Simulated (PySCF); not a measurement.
A structure optimised at B3LYP-D3(BJ)/def2-SVP, used in a PySCF frequency run:

```
Ge
O 1 1.7986
H 2 0.9665 1 113.44
N 1 1.8267 2 108.71 3 180.00
H 4 1.0186 1 114.37 2 62.97
H 4 1.0186 5 108.47 1 128.96
H 1 1.5435 2 109.74 3 -62.09
H 1 1.5435 7 112.56 4 119.13
```
Charge 0, spin multiplicity 1.

Problem. Write its SMILES, formula and point group.

Solution. [NH2][GeH2][OH], GeH5NO, Cs

Problem. What are its rotational constants (standard atomic weights)?

Solution. 14.561, 6.3063, 4.7928 GHz
